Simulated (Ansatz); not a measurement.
**Molecular dynamics of H8C5S3O3**

input.yaml

```yaml
accuracy: low
crystal:
  lattice:
    - [9.085603, 0.0, 0.0]
    - [0.0, 9.085603, 0.0]
    - [0.0, 0.0, 9.085603]
  atoms:
    - { symbol: C, position: [0.6265067, 0.79070689, -0.02419698] }
    - { symbol: H, position: [0.72827154, 0.85097635, -0.00117563] }
    - { symbol: H, position: [0.58448852, 0.74104153, 0.07711449] }
    - { symbol: H, position: [0.64834823, 0.70483212, -0.10580665] }
    - { symbol: H, position: [0.54400908, 0.86692511, -0.06782924] }
    - { symbol: C, position: [0.27394623, 0.32395431, 0.69994306] }
    - { symbol: H, position: [0.37318868, 0.39208881, 0.70504002] }
    - { symbol: H, position: [0.22966853, 0.30975109, 0.81116448] }
    - { symbol: H, position: [0.30170141, 0.2165294, 0.65295254] }
    - { symbol: H, position: [0.19161678, 0.3777565, 0.63033179] }
    - { symbol: C, position: [0.15608817, 0.8196639, 0.28350084] }
    - { symbol: H, position: [0.15201351, 0.87151796, 0.39220075] }
    - { symbol: H, position: [0.04593908, 0.82085973, 0.23434581] }
    - { symbol: H, position: [0.19503139, 0.70614088, 0.29461055] }
    - { symbol: H, position: [0.23219041, 0.88064058, 0.21241169] }
    - { symbol: C, position: [0.91858294, 0.14517173, 0.36883964] }
    - { symbol: H, position: [0.84682863, 0.18350175, 0.27987166] }
    - { symbol: H, position: [1.03238981, 0.13941835, 0.32977012] }
    - { symbol: H, position: [0.88348744, 0.03593101, 0.40548057] }
    - { symbol: H, position: [0.91217285, 0.22265033, 0.46082376] }
    - { symbol: O, position: [0.85223764, 0.45622628, 0.83126481] }
    - { symbol: C, position: [0.88227507, 0.47198969, 0.95530738] }
    - { symbol: S, position: [0.92283947, 0.49273743, 1.12151961] }
    - { symbol: O, position: [0.06178253, 0.00242563, 0.68561418] }
    - { symbol: C, position: [0.03054569, 0.03547721, 0.80579922] }
    - { symbol: S, position: [-0.0097539, 0.07966643, 0.96753871] }
    - { symbol: O, position: [0.36001717, 0.72785897, 0.632234] }
    - { symbol: C, position: [0.29467931, 0.71380267, 0.74210214] }
    - { symbol: S, position: [0.20871308, 0.69474011, 0.89037088] }
    - { symbol: O, position: [0.96632954, 0.5518623, 0.49256813] }
    - { symbol: C, position: [0.88051422, 0.64288058, 0.5231844] }
    - { symbol: S, position: [0.76523476, 0.76471246, 0.56313033] }
    - { symbol: O, position: [0.64568758, 0.1318648, 0.73576583] }
    - { symbol: C, position: [0.61170153, 0.17533991, 0.85193952] }
    - { symbol: S, position: [0.56671987, 0.23225309, 1.00819724] }
    - { symbol: O, position: [0.45017104, 0.58898508, 0.27903298] }
    - { symbol: C, position: [0.50734438, 0.49082965, 0.33949779] }
    - { symbol: S, position: [0.5844991, 0.35835757, 0.41851148] }
basis:
  ecutwfc: 420.0
kpoints:
  mp_grid: { grid: [1, 1, 1] }
hamiltonian:
  xc: pbe
  dispersion: d3bj
scf:
  occupations: { method: fermi_dirac, width: 0.05 }
  lower_state_search: "off"
md:
  timestep: 0.5
  n_steps: 180
  ensemble: nvt_langevin
  temperature: 400.0
  initial_velocities: maxwell_boltzmann
  seed: 746877
  friction: 0.02
```

Command:

```bash
$ ansatz run input.yaml --threads 1 --pin off --max-ram 3072MiB --backend cpu --events-out ev --progress --plain --runs-dir out
```

It starts from a partly relaxed structure (largest force component 0.09 eV/Å).

Output, in part (step lines):

```
md step     0: t =     0.00 fs  T =   389.5 K  F+E_penalty+E_count = -11582.01988338 eV  E_kin = 1.913048 eV  (11 SCF iters)
md step     1: t =     0.50 fs  T =   383.5 K  F+E_penalty+E_count = -11581.98456910 eV  E_kin = 1.883843 eV  (9 SCF iters)
md step     2: t =     1.00 fs  T =   367.9 K  F+E_penalty+E_count = -11581.88654323 eV  E_kin = 1.807101 eV  (9 SCF iters)
md step     3: t =     1.50 fs  T =   328.8 K  F+E_penalty+E_count = -11581.74779757 eV  E_kin = 1.615157 eV  (9 SCF iters)
md step     4: t =     2.00 fs  T =   299.4 K  F+E_penalty+E_count = -11581.60136323 eV  E_kin = 1.470707 eV  (9 SCF iters)
md step     5: t =     2.50 fs  T =   279.9 K  F+E_penalty+E_count = -11581.48509273 eV  E_kin = 1.374614 eV  (6 SCF iters)
md step     6: t =     3.00 fs  T =   272.1 K  F+E_penalty+E_count = -11581.41805346 eV  E_kin = 1.336715 eV  (6 SCF iters)
md step     7: t =     3.50 fs  T =   269.1 K  F+E_penalty+E_count = -11581.40111965 eV  E_kin = 1.321728 eV  (6 SCF iters)
[... lines left out ...]
```

The steps, from the saved trajectory:

```
time (fs)  T (K)  potential energy less start (eV)
      0.0    389                             0.000
      3.0    272                             0.602
      6.0    303                             0.565
      9.0    270                             0.738
     12.0    313                             0.613
     15.0    296                             0.732
     18.0    254                             0.863
     21.0    271                             0.828
     24.0    342                             0.634
     27.0    353                             0.692
     30.0    294                             0.909
     33.0    304                             0.759
     36.0    336                             0.801
     39.0    309                             0.977
     42.0    275                             1.013
     45.0    275                             1.218
     48.0    315                             1.099
     51.0    343                             1.027
     54.0    371                             1.013
     57.0    336                             1.279
     60.0    425                             0.937
     63.0    392                             1.171
     66.0    396                             1.100
     69.0    358                             1.159
     72.0    360                             1.158
     75.0    380                             1.142
     78.0    339                             1.163
     81.0    327                             1.218
     84.0    360                             1.111
     87.0    315                             1.284
     90.0    325                             1.241
```

The run went to its last step. The mean temperature of the second half is 11 % below the set value. A run of 0.09 ps of so small a system gives no equilibrium averages. Limits of this set-up: coarse k mesh, low accuracy level.

Mean squared displacements from the first frame to the last, about the centre of mass: C 0.08 Å², H 0.60 Å², O 0.14 Å², S 0.11 Å².

Last frame:

```xyz
38
Lattice="9.0856 0.0000 0.0000 0.0000 9.0856 0.0000 0.0000 0.0000 9.0856" Properties=species:S:1:pos:R:3
C 5.596 7.373 0.146
H 6.130 8.189 -0.237
H 5.594 7.262 1.204
H 6.041 6.541 -0.394
H 4.561 7.428 -0.157
C 2.137 2.966 6.395
H 2.899 3.363 7.086
H 1.182 3.353 6.656
H 2.065 1.870 6.425
H 2.425 3.274 5.360
C 1.395 7.394 2.373
H 1.422 7.285 3.449
H 0.423 7.134 2.009
H 2.237 6.903 1.862
H 1.454 8.499 2.271
C 8.516 1.210 3.304
H 7.561 1.036 2.653
H 9.339 1.352 2.612
H 8.779 0.322 3.820
H 8.347 2.136 3.916
O 7.815 3.995 7.526
C 8.048 4.342 8.642
S 8.268 4.640 10.174
O 0.552 -0.081 6.352
C 0.290 -0.015 7.482
S 0.023 0.267 8.957
O 3.400 6.510 6.055
C 2.667 6.443 6.952
S 1.681 6.383 8.160
O 8.940 5.192 4.736
C 8.091 5.922 4.832
S 6.910 6.870 5.105
O 5.732 1.522 7.111
C 5.320 1.758 8.160
S 5.060 2.288 9.621
O 3.819 4.782 2.416
C 4.582 4.278 3.062
S 5.608 3.455 3.917
```

The run took 14 min on 1 thread of Arm Neoverse V1, with other jobs on the host, peak memory 0.66 GiB.
